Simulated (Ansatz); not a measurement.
The cluster Ga₂As₃ (the lowest doublet isomer of a short search) was relaxed with r2SCAN-D4 (def2-SVP) in Ansatz in these states: charge +1 singlet, neutral doublet, neutral quartet. The geometries follow in no particular order.

A:

```xyz
5

Ga   -0.6623    0.8240   -1.3844
Ga   -0.8575   -1.5610   -0.7188
As    1.4339   -0.6937    0.1399
As    0.7325    1.5855    0.5092
As   -0.6467   -0.1548    1.4541
```

B:

```csv
atom,x (Å),y (Å),z (Å)
Ga1,0.876,-1.659,-0.703
Ga2,1.689,0.882,-0.610
As3,-0.820,1.548,-0.104
As4,-1.567,-0.768,-0.191
As5,-0.178,-0.004,1.607
```

C:

```tsv
atom	x (Å)	y (Å)	z (Å)
Ga1	0.7681	1.0747	1.5377
Ga2	-1.0764	-0.5652	1.1365
As3	-1.2341	0.4208	-1.1437
As4	1.1194	0.6518	-0.9599
As5	0.4231	-1.5821	-0.5706
```

Problem. Judge from the bond lengths which geometry belongs to which state (an estimate).

Solution. A is the neutral doublet (Ga2–As5 2.597 Å, As3–As5 2.519 Å, Ga1–Ga2 2.484 Å); B is the neutral quartet (Ga2–As5 3.030 Å, As3–As5 2.397 Å, Ga1–Ga2 2.670 Å); C is the charge +1 singlet (Ga2–As5 2.489 Å, As3–As5 2.662 Å, Ga1–Ga2 2.500 Å).

At PBE0-D4/def2-TZVP a doublet lies 1.45 eV below the neutral quartet. These are the stationary points nearest to one start from a short search; other shapes may lie lower in each state.
